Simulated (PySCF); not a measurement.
Electron correlation in Pt⁵³⁺ (platinum, charge +53)

[Ar] 3d7, high-spin 4F determinant. All numbers are calculated (PySCF 2.14, the spin-free X2C one-electron Hamiltonian (Gaussian nucleus), in an even-tempered Gaussian basis (17 s from 13 bohr⁻², ratio 2.5; 13 p from 17 bohr⁻², ratio 2.5; 7 d from 17 bohr⁻², ratio 2.5; 4 f from 66 bohr⁻², ratio 2.7; 3 g from 99 bohr⁻², ratio 2.7)). Frozen: [Ne]; 15 electrons correlated; the 27 highest virtual orbitals of each spin left out.

MP2 pair energies summed by pair of shells (mhartree):

```tsv
pair	energy	share (%)
3p-3d	-243.18	40.4
3d-3d	-186.62	31.0
3p-3p	-81.73	13.6
3s-3d	-44.44	7.4
3s-3p	-40.58	6.7
3s-3s	-5.54	0.9
```

Total MP2 correlation energy: -602.09 mhartree.

At this charge the one-electron X2C treatment keeps the bare 1/r₁₂, with no two-electron picture change or Breit term. The effect here is smaller than on the frozen 1s shell; and a scalar Hamiltonian misses the large spin-orbit splitting of the p shells, which matters for ns² → np² pairs.

Spin-orbit coupling is strong in this species, so the high-spin LS determinant is a model state.
